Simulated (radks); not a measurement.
Pd+, 45 electrons, occupied as [Ar] 3d10 4p6 4d9 5p2 (not the ground configuration). Method: scalar-relativistic Kohn-Sham, exchange-only LDA, spin-unpolarised, spherical densities, point nucleus; computed with a radial shooting solver on a logarithmic mesh with Libxc functionals.

Unscreened Slater integrals over Kohn-Sham orbitals (hartree). Empty in this configuration: 4s.

integral       value
F0(5p,5p)    0.27970
F2(5p,5p)    0.14933
F0(5p,4d)    0.35181
F2(5p,4d)   0.096189
G1(5p,4d)   0.037001
G3(5p,4d)   0.031318
F0(5p,4p)    0.35978
F2(5p,4p)   0.073678
G0(5p,4p)   0.014023
G2(5p,4p)   0.017767
F0(5p,3d)    0.37914
F2(5p,3d)   0.025550
G1(5p,3d)  0.0066060
G3(5p,3d)  0.0066422
F0(5p,4s)    0.36210
G1(5p,4s)   0.019185
F0(4d,4d)    0.69958
F2(4d,4d)    0.34922
F4(4d,4d)    0.22889
F0(4d,4p)    0.77811
F2(4d,4p)    0.38518
G1(4d,4p)    0.48555
G3(4d,4p)    0.29736
F0(4d,3d)    0.94782
F2(4d,3d)    0.18852
F4(4d,3d)   0.083682
G0(4d,3d)   0.060237
G2(4d,3d)   0.069603
G4(4d,3d)   0.052902
F0(4d,4s)    0.80221
G2(4d,4s)    0.35879
F0(4p,4p)    0.88853
F2(4p,4p)    0.46563
F0(4p,3d)     1.1511
F2(4p,3d)    0.27623
G1(4p,3d)   0.088431
G3(4p,3d)   0.086269
F0(4p,4s)    0.92477
G1(4p,4s)    0.62740
F0(3d,3d)     2.5430
F2(3d,3d)     1.2631
F4(3d,3d)    0.80491
F0(3d,4s)     1.2321
G2(3d,4s)    0.10212
F0(4s,4s)    0.96641

Derived for the open shells (J is the average intra-shell exchange parameter used in DFT+U). 4d: Racah B = F2/49 - 5 F4/441 = 0.004532 hartree, C = 35 F4/441 = 0.01817 hartree, C/B = 4.01, F4/F2 = 0.655, J = (F2 + F4)/14 = 0.04129 hartree. 5p: J = F2/5 = 0.02987 hartree.
